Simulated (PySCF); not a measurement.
W(OH)4(H)2 (H6O4W), SMILES [OH][WH2]([OH])([OH])[OH], multiplicity 1.

Geometry optimised at PBE0-D3(BJ)/def2-SVP. The multiplicity is an assumed one; no other spin state was optimised. The structure was generated by enumeration; whether it is a known compound was not checked. The def2 effective core potentials stand for the cores of W; spin–orbit coupling is left out. Other conformers were not sampled.

Two levels are set side by side: TDDFT-PBE/def2-SVPD (PySCF) and TDDFT-LC-ωPBE/def2-SVPD (PySCF). Vertical, same geometry. The lowest singlet is HOMO→LUMO 99 % with PBE and HOMO→LUMO 98 % with the other functional; states are paired by order. Differences are taken from unrounded values.

| quantity | TDDFT-LC-ωPBE |
|---|---|
| lowest singlet excitation (eV) | 3.87 |
| lowest triplet excitation (TDA) (eV) | 3.46 |

Question: What does TDDFT-PBE give, and how far is it from TDDFT-LC-ωPBE? (The exact figures need the calculation; the answer reports its results.)

Answer: 
| quantity | TDDFT-PBE | TDDFT-PBE minus TDDFT-LC-ωPBE |
|---|---|---|
| lowest singlet excitation (eV) | 3.60 | -0.27 |
| lowest triplet excitation (TDA) (eV) | 3.24 | -0.22 |

Functionals without exact exchange tend to place singlet excitations lower, as here. Differences between two approximate levels are no errors against the true value.

Rough cost on one machine, each run with all the roots and properties that it gave: TDDFT-LC-ωPBE against TDDFT-PBE about 6 times.
